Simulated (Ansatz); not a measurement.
(AlN)n: binding per atom (eV) at several levels, gas phase, relaxed structures; Ansatz. Clusters are the lowest isomers that short searches found in that spin, judged at the geometry's level. Binding counts from free atoms in the multiplicity of their measured ground term, without zero-point energy. Singlets are spin-restricted. The structures are stationary points that may keep the symmetry of their start. Remarks come from the PBE and PBE0 runs and from stability tests at other levels; not every state was tested.

| species | state | geometry | PBE-D4/def2-SVP | r2SCAN-D4/def2-TZVP | B3LYP-D4/6-31G | PBE0-D4/def2-SVP | PBE0-D4/def2-TZVP | remarks |
| --- | --- | --- | --- | --- | --- | --- | --- | --- |
| Al2N2 | singlet | PBE0-D4/def2-TZVP | 3.30 | 2.98 | 2.51 | 3.04 | 3.03 | – |
| Al5N5 | singlet | B3LYP-D4/def2-SVP | 3.86 | 3.73 | 2.92 | 3.61 | 3.65 | – |
| Al6N6 | singlet | PBE-D4/def2-SVP | 4.07 | 3.88 | 3.08 | 3.80 | 3.83 | restricted SCF unstable in HF |

Q: Estimate the column for PBE-D4/def2-TZVP.

A: Al2N2 3.27; Al5N5 3.89; Al6N6 4.08.
